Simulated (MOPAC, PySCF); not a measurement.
C2H6N2, SMILES `C/N=C/N` (N–C–N–H torsion 14°), neutral singlet in the gas phase. 

Cartesian coordinates (Å):
```xyz
10

C     -1.6168    -0.0648     0.3011
N     -0.2139    -0.1897     0.6226
C      0.6286     0.0310    -0.2930
N      1.9812    -0.1387    -0.1222
H     -2.1218    -1.0219     0.4578
H     -2.0883     0.6573     0.9727
H     -1.8028     0.2548    -0.7353
H      0.3485     0.3319    -1.3116
H      2.2902    -0.2424     0.8323
H      2.5952     0.3825    -0.7243
```
Charge 0, spin multiplicity 1.

All levels are single points at this geometry (B3LYP-D3(BJ)/def2-TZVP); Pople sets use spherical d functions. Orbital energies aren't observables, and empty levels follow the basis.

```
level                            HOMO (eV)  LUMO (eV)  gap (eV)  dipole (D)  vertical IE, Delta-SCF (eV)
-------------------------------  ---------  ---------  --------  ----------  ---------------------------
TPSSh-D3(BJ)/def2-TZVP in PySCF      -5.95       0.44      6.39        2.17                         8.74
B3LYP/3-21G in PySCF                 -5.77       1.55      7.32        2.17                            –
B3LYP/6-31G* in PySCF                -6.06       1.24      7.30        2.16                         8.65
BP86/6-31G* in PySCF                 -5.13       0.30      5.43        2.12                            –
M06-2X/6-31G* in PySCF               -7.62       2.47     10.09        2.18                            –
SVWN5/6-31G* in PySCF                -5.13       0.23      5.35        2.12                            –
HF/3-21G in PySCF                    -9.14       5.92     15.06        2.44                            –
HF/6-31G* in PySCF                   -9.37       5.69     15.06        2.44                            –
AM1 in MOPAC                         -9.38       1.69     11.07        2.32                            –
```
